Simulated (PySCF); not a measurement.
Species: C₇H₈O₂.
Atom-mapped SMILES: `[CH2:1]=[CH:2]/[CH:3]=[CH:4]\[C:5](=[CH2:6])[C:7](=[O:8])[OH:9]` (hydrogens: H10, H11 on C1; H12 on C2; H13 on C3; H14 on C4; H15, H16 on C6; H17 on O9)

Structure used (GFN2-xTB), in Å, numbered top down from 1:
```xyz
17
C7H8O2 angstrom
C      0.7815   -3.0526   -0.7894
C      0.5207   -1.7685   -0.5588
C      0.7847   -1.1228    0.7048
C      0.3936    0.1085    1.0621
C     -0.4569    1.0078    0.2944
C     -1.5285    0.6422   -0.4161
C     -0.1108    2.4502    0.4325
O      0.5723    2.9133    1.3105
O     -0.6403    3.2163   -0.5334
H      1.1732   -3.6969   -0.0189
H      0.5996   -3.5085   -1.7474
H      0.1183   -1.1475   -1.3479
H      1.3942   -1.6888    1.3977
H      0.7527    0.5320    1.9906
H     -2.1233    1.3691   -0.9413
H     -1.8520   -0.3834   -0.4575
H     -0.3860    4.1417   -0.3920
```

Level of theory: TDDFT CAM-B3LYP/def2-SVPD, vertical, gas phase, core orbitals frozen in the response (PySCF 2.14.0, density-fitted response routines).

Frontier orbitals with the atoms that hold most of them (Löwdin shares over 4%, at most four atoms; ? is withheld):

```tsv
orbital	ε (eV)	atoms
HOMO-3	-10.94	O8 23%, O9 17%, C2 14%, C3 13%
HOMO-2	-9.95	C5 19%, C6 17%, O8 16%, C2 12%
HOMO-1	-9.80	O8 55%, C5 10%, O9 10%, C7 8%
HOMO	-7.87	?
LUMO	-0.77	?
LUMO+1	0.38	C1 18%, C4 14%, C2 13%, C7 12%
LUMO+2	1.01	O9 34%, C7 18%, H17 16%, O8 10%
```

(1) Give the leading atoms of the LUMO.

(2) Which atoms hold the HOMO, and with what shares?

(3) The HOMO–LUMO gap is 7.10 eV. Where does the response calculation put the lowest singlet, and from which orbitals?

(4) One configuration dominates each of S1, S3 and S4. Which, and how do the shares of the two leading atoms of either orbital change from the occupied to the empty one?

Answers

(1) C6 (bonded to C and 2 H) 25%; C5 (bonded to 3 C) 16%; C3 (bonded to 2 C and H) 10%; C4 (bonded to 2 C and H) 8%.

(2) C4 (bonded to 2 C and H) 20%; C1 (bonded to C and 2 H) 20%; C3 (bonded to 2 C and H) 18%; C2 (bonded to 2 C and H) 14%.

(3) S1 is at 4.53 eV (f = 0.204), 2.58 eV below the gap, made of HOMO→LUMO (97%). 

(4) 
- S1 (4.53 eV, f 0.204), HOMO→LUMO (97%): C4 20% → 8%, C1 20% → at most 9%, C6 at most 14% → 25%, C5 at most 14% → 16%
- S3 (5.66 eV, f 0.379), HOMO→LUMO+1 (89%): C4 20% → 14%, C1 20% → 18%
- S4 (6.42 eV, f 0.378), HOMO-2→LUMO (72%): C5 19% → 16%, C6 17% → 25%

Löwdin shares depend on the basis, the more so with diffuse functions.

One conformer stands for the species.
